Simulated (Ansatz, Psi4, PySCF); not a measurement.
C2H6N (SMILES [CH2-]NC), charge -1, singlet, geometry from GFN2-xTB. Base run: CCSD(T)/6-31G* (PySCF).

PySCF was given this input:
```python
from pyscf import gto, scf, cc

mol = gto.M(
    atom='''
C     0.06838840   -0.34344719    1.28001260
N    -0.02031578    0.57728452    0.03028326
C    -0.01464409   -0.23244926   -1.15661628
H     0.07446949    0.42980237    2.12358233
H    -1.00128293   -0.74920637    1.34561699
H     0.85112316    1.11606852    0.04720825
H     0.82050456   -0.96673735   -1.22449252
H     0.01871469    0.39617056   -2.06419785
H    -0.94378425   -0.81171072   -1.18007793
''',
    basis='6-31g*',
    charge=-1,
    verbose=4,
)

mf = scf.RHF(mol)
mf.kernel()

mycc = cc.CCSD(mf)
mycc.kernel()
et = mycc.ccsd_t()
print('E(CCSD(T)) = %.10f' % (mycc.e_tot + et))
```

The same geometry, method and basis name were run in Ansatz (a quantum-chemistry and plane-wave program) and Psi4 and PySCF, at each program's defaults and at the settings that a row names. The base is PySCF at its defaults. Differences at the defaults can come from grids, fitting, cores and function types together.

```tsv
code and settings	ΔE vs base (mEh)	basis functions	E (Eh)	SCF cycles
PySCF, defaults (exact integrals, spherical functions, all electrons correlated)	0.000	54	-133.99703	11
Psi4, defaults (exact integrals, Cartesian functions, all electrons correlated)	[?]	57	[?]	12
Ansatz, defaults (factorised integrals, Cartesian functions, frozen core)	1.104	57	-133.99593	-
PySCF, frozen core	6.187	54	-133.99085	11
Psi4, exact integrals, spherical functions, frozen core	6.187	54	-133.99085	12
Ansatz, high accuracy, frozen core, Cartesian functions as the basis file defines them	1.098	57	-133.99593	-
```

What belongs in the gaps?


- Psi4, defaults (exact integrals, Cartesian functions, all electrons correlated), ΔE vs base (mEh): -11.121
- Psi4, defaults (exact integrals, Cartesian functions, all electrons correlated), E (Eh): -134.00815
